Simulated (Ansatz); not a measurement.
Ideal-gas functions of CH5PSe (`C[Se]P`) at 298.15 K and 1 bar, from an Ansatz frequency run at PBE0-D4/def2-TZVP.

Molar mass 126.98 g/mol, point group Cs (symmetry number 1), electronic degeneracy 1, moments of inertia 51.229, 144.707, 188.413 u Å². Harmonic wavenumbers (cm⁻¹, unscaled): 82, 129, 187, 392, 610, 757, 767, 918, 928, 1126, 1307, 1456, 1467, 2405, 2410, 3076, 3174, 3186.

Use S(trans) = R[1.5 ln M + 2.5 ln T − 1.1517]; rotational temperatures θ = 24.2544 K / I; S(rot) = R[ln(√π/σ · √(T³/θAθBθC)) + 1.5]; for each mode x = 1.438777 ν̃/T, S = R[x/(eˣ − 1) − ln(1 − e⁻ˣ)] and H = RT x/(eˣ − 1); 1 cm⁻¹ = 0.0119627 kJ/mol; R = 8.31446 J/(mol·K).

Question: By hand: the entropy, in J/(mol·K).

Answer: Translation 169.3. Rotation: θ = 0.4735, 0.1676, 0.1287 K, giving 107.3. Vibration, mode by mode: 16.08, 12.39, 9.44, 4.15, 1.81, 1.03, 0.99, 0.54, 0.52, 0.23, 0.11, 0.06, 0.06, 0.00, 0.00, 0.00, 0.00, 0.00, in all 47.4. Electronic 0.0. Sum 324.0 J/(mol·K).

Question: By hand: H − E and G − E in kJ/mol, counted from the electronic energy.

Answer: Zero-point energy ½ × 24377 × 0.0119627 = 145.8; thermal vibration 7.4; translation, rotation and pV give 4 RT = 9.9. H − E = 163.1 kJ/mol, and G − E = 163.1 − 298.15 × 324.0/1000 = 66.5 kJ/mol.

Vibration gives 15 % of the entropy, 28.5 J/(mol·K) of it from the modes under 150 cm⁻¹: soft modes count most, and the harmonic formula is weakest for them. The sum counts one conformer and one mirror image; others add a mixing term.
